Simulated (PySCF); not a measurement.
# V⁺: excitation energy

V⁺ [Ar] 3d4 (5D) → V⁺ [Ar] 3d3 4p1 (high-spin determinant), as a difference of total energies. All numbers are calculated (PySCF 2.14, no relativity, point nucleus, in aug-cc-pVDZ). Correlated levels: valence: [Ar] frozen. The calculations carry no spin-orbit coupling.

| method | excitation energy (cm⁻¹) |
| --- | --- |
| UHF | 29392 |
| LDA | 39871 |
| MN15 | 40412 |
| TPSSh | 35992 |
| MP2 (valence) | 33710 |
| SCS-MP2 (valence) | 30832 |

Task: Estimate what PBE gives.

Result: 37617 cm⁻¹, closest to TPSSh among the rows shown.

Task: Estimate what BP86 gives.

Result: 37125 cm⁻¹, closest to TPSSh among the rows shown.

A first-order spin-orbit estimate (lowest level to lowest level, LS coupling) adds -0.032 eV.

The determinant of the upper state mixes LS terms, which raises its energy above the lowest term, most at the Hartree-Fock and MP2 levels.
